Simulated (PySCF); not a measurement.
Species: CH6BNO2.
Structure used (PBE0-D3(BJ)/def2-SVP), in Å, numbered top down from 1:
```
atom  x, y, z in Å
N1     1.7292   -0.4554   -0.3464
C2     0.7080    0.2049    0.4619
B3    -0.7965    0.0907   -0.0228
O4    -1.0673   -0.6277   -1.1438
O5    -1.8474    0.6809    0.6250
H6     1.5052   -1.4478   -0.4082
H7     1.6489   -0.1260   -1.3075
H8     0.7804   -0.1709    1.5011
H9     0.9688    1.2771    0.5602
H10   -2.0101   -0.6247   -1.3449
H11   -1.5825    1.1700    1.4090
```

Method used: core-valence-separated Tamm–Dancoff BHandHLYP/aug-pcX-1 (pcseg-1 on H) in PySCF, non-relativistic, gas phase, PBE0-D3(BJ)/def2-SVP geometry. The energies are unshifted.

The lowest roots of each edge with f over 0.003 (five at most, numbered afresh; weaker and dark ones are left out), with transition dipoles (au) in the frame of the coordinates:

```csv
root,edge,E (eV),μx,μy,μz
1,C,285.37,-0.0037,0.0231,0.0356
2,C,286.09,-0.0144,-0.0410,0.0327
3,C,286.15,0.0198,-0.0276,0.0019
4,C,286.49,0.0045,0.0276,-0.0180
5,C,286.77,0.0206,0.0146,0.0256
6,N,399.20,-0.0064,-0.0172,-0.0255
7,N,400.12,0.0050,0.0468,-0.0316
8,N,400.30,-0.0151,0.0069,0.0086
9,N,401.53,0.0040,-0.0190,-0.0315
10,O,532.20,-0.0111,-0.0194,-0.0318
11,O,532.34,0.0373,0.0002,0.0084
12,O,532.99,0.0053,0.0357,-0.0241
13,O,533.33,0.0049,0.0349,-0.0234
14,O,534.02,0.0157,0.0092,0.0163
```

Q: What are the oscillator strengths?

A: f = (2/3) ΔE |μ|², with ΔE in hartree (27.2114 eV):

```csv
root,ΔE (Eh),|μ|² (au),f,core hole on
1,10.4872,0.001815,0.013,C2
2,10.5137,0.002958,0.021,C2
3,10.5160,0.001157,0.008,C2
4,10.5285,0.001106,0.008,C2
5,10.5386,0.001293,0.009,C2
6,14.6703,0.000987,0.010,N1
7,14.7040,0.003214,0.031,N1
8,14.7106,0.000350,0.003,N1
9,14.7558,0.001369,0.013,N1
10,19.5578,0.001511,0.020,O5
11,19.5631,0.001462,0.019,O4
12,19.5868,0.001883,0.025,O4
13,19.5994,0.001790,0.023,O5
14,19.6248,0.000597,0.008,O5
```

Q: Molecules are fixed in this frame and the field points along y. What effective strengths 3 f cos²θ do the roots have (θ between field and μ)?

A: root 1 (C2): 0.011, root 2 (C2): 0.035, root 3 (C2): 0.016, root 4 (C2): 0.016, root 5 (C2): 0.005, root 6 (N1): 0.009, root 7 (N1): 0.064, root 8 (N1): 0.001, root 9 (N1): 0.011, root 10 (O5): 0.015, root 11 (O4): 0.000, root 12 (O4): 0.050, root 13 (O5): 0.048, root 14 (O5): 0.003. Root 7 is the strongest. Averaged over all orientations cos²θ is 1/3, which gives f back.

One conformer stands for the species.
